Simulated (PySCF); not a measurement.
A side-by-side comparison of computed properties.

First species: C₆H₆F₃OPS.
Numbering: `[CH3:1][P@@:2](=[O:3])([c:4]1[cH:5][cH:6][s:7][cH:8]1)[C:9]([F:10])([F:11])[F:12]` (hydrogens: H13, H14, H15 on C1; H16 on C5; H17 on C6; H18 on C8)

Second species: C2H12SSi4.
Numbering: `[CH3:1][S:2][Si@@H:3]1[SiH2:4][SiH2:5][Si@H:6]1[CH3:7]` (hydrogens: H8, H9, H10 on C1; H11 on Si3; H12, H13 on Si4; H14, H15 on Si5; H16 on Si6; H17, H18, H19 on C7)

Levels: PBE0/pcSseg-1 for dipole moment, HOMO energy, LUMO energy and HOMO–LUMO gap; GFN2-xTB for rotational constant A and rotational constant C. Geometries: GFN2-xTB. Each species is one conformer at its optimised geometry, gas phase, non-relativistic unless stated. Electronic properties by PySCF.

The conformers computed, where there is a choice (atom-mapped SMILES and torsion angles):
- `[CH3:1][P@@:2](=[O:3])([c:4]1[cH:5][cH:6][s:7][cH:8]1)[C:9]([F:10])([F:11])[F:12]`: C1–P2–C4–C5 52°, C1–P2–C9–F10 -175°
- `[CH3:1][S:2][Si@@H:3]1[SiH2:4][SiH2:5][Si@H:6]1[CH3:7]`: C1–S2–Si3–Si4 49°

Values for the first species:

| Property | Result |
| --- | --- |
| Dipole moment | 4.45 D |
| HOMO energy | -7.67 eV |
| LUMO energy | -1.20 eV |
| HOMO–LUMO gap | 6.47 eV |
| Rotational constant A | 1.313 GHz |
| Rotational constant C | 0.440 GHz |

Question: Estimate the same properties for the second species, and the change in each.

Answer: 
```
             property      first     second  second less first
        dipole moment     4.45 D     1.72 D            -2.73 D
          HOMO energy   -7.67 eV   -6.42 eV           +1.25 eV
          LUMO energy   -1.20 eV   -1.77 eV           -0.57 eV
        HOMO–LUMO gap    6.47 eV    4.65 eV           -1.82 eV
rotational constant A  1.313 GHz  1.241 GHz         -0.072 GHz
rotational constant C  0.440 GHz  0.629 GHz         +0.189 GHz
```

On the first: The dipole matches unit charges of opposite sign 0.93 Å apart (1 e·Å = 4.8032 D). A dipole of 4.45 D is allowed in C1, and pure rotational transitions are dipole-allowed.

On the second: A dipole of 1.72 D is allowed in C1, and pure rotational transitions are dipole-allowed. In atomic units the dipole is 0.68 e·bohr (1 au = 2.5417 D).
